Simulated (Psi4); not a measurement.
Psi4 input (wB97X-D/6-31G*):

```
memory 1500 MB

molecule {
0 1
C    -1.33980800    1.37581300   -0.70593000
Si   -0.56561800   -0.00526700    0.31213800
C    -1.10604600   -1.68859800   -0.33404100
Si    1.77464200    0.16655500    0.25692900
H    -2.42995100    1.31249700   -0.67797100
H    -1.02575400    1.31222100   -1.74990100
H    -1.04979000    2.35743700   -0.32718800
H    -1.00437100    0.13308000    1.72792800
H    -0.78613900   -1.82890300   -1.36870200
H    -0.67945900   -2.49726500    0.26196600
H    -2.19373000   -1.78415200   -0.30217000
H     2.23260700    1.47970500    0.77921800
H     2.27116000    0.03509400   -1.13842900
H     2.41421700   -0.90104100    1.06813900
symmetry c1
no_reorient
no_com
}

set {
  basis 6-31G*
  reference rks
  scf_type pk
  dft_radial_points 99
  dft_spherical_points 590
  e_convergence 1e-8
  d_convergence 1e-7
  maxiter 150
}

e = energy('wb97x-d')
print_out(f'\nFINAL {e:.10f} DIPOLE {variable("CURRENT DIPOLE")[0]:.6f} {variable("CURRENT DIPOLE")[1]:.6f} {variable("CURRENT DIPOLE")[2]:.6f}\n')
```

From the output:

```
      65A      1.019301    66A      1.021342    67A      1.069368
      68A      1.112606    69A      1.219217    70A      1.251430
      71A      1.258517    72A      1.290307    73A      1.327444
      74A      1.376443    75A      1.770194    76A      1.801247
      77A      1.841220    78A      1.875565    79A      2.218640
      80A      2.320173    81A      2.359839    82A      2.364637
      83A      2.366875    84A      2.370095    85A      2.983359
      86A      3.121961    87A      4.267599    88A      4.305121

    Final Occupation by Irrep:
              A
    DOCC [    25 ]
    NA   [    25 ]
    NB   [    25 ]

  @RKS Final Energy:  -661.16458108674499

   => Energetics <=

    Nuclear Repulsion Energy =            218.7399677286256860
    One-Electron Energy =               -1346.6198013794892177
    Two-Electron Energy =                 506.7679657867677179
    DFT Exchange-Correlation Energy =     -40.0468351453125351
    Empirical Dispersion Energy =          -0.0058780773366267
    VV10 Nonlocal Energy =                  0.0000000000000000
    Total Energy =                       -661.1645810867449882

Computation Completed

Properties will be evaluated at   0.000000,   0.000000,   0.000000 [a0]

Properties computed using the SCF density matrix

 Multipole Moments:

 ------------------------------------------------------------------------------------
     Multipole            Electronic (a.u.)      Nuclear  (a.u.)        Total (a.u.)
 ------------------------------------------------------------------------------------

 L = 1.  Multiply by 2.5417464519 to convert [e a0] to [Debye]
 Dipole X            :         -0.3908420            0.0000038           -0.3908382
 Dipole Y            :         -0.0577811           -0.0000094           -0.0577906
 Dipole Z            :         -0.2305283            0.0000038           -0.2305246
 Magnitude           :                                                    0.4574230

 ------------------------------------------------------------------------------------

FINAL -661.1645810867 DIPOLE -0.390838 -0.057791 -0.230525

*** Psi4 exiting successfully. Buy a developer a beer!
```

The geometry given is a B3LYP-D3(BJ)/def2-TZVP minimum.
